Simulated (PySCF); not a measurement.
Sb: ionisation energy

Sb [Kr] 4d10 5s2 5p3 (4S) → Sb⁺ [Kr] 4d10 5s2 5p2 (3P), as a difference of total energies. Computed with PySCF 2.14 in def2-TZVPPD with the def2 core potential (28 electrons), with scalar relativity through the core potential. Correlated levels: valence and next inner shell: nothing frozen outside the core potential. The calculations carry no spin-orbit coupling.

**Question.** Order these methods by the ionisation energy they give, lowest first.
A. UHF
B. SCS-MP2 (valence and next inner shell)
C. MP2 (valence and next inner shell)
D. CCSD(T) (valence and next inner shell)

**Answer.** A (8.581 eV), B (8.946 eV), D (9.053 eV), C (9.112 eV).

Errors of the correlated levels include the incompleteness of this basis.

For comparison: 9.124 eV (measured; NIST levels, between the centres of gravity of the two terms).
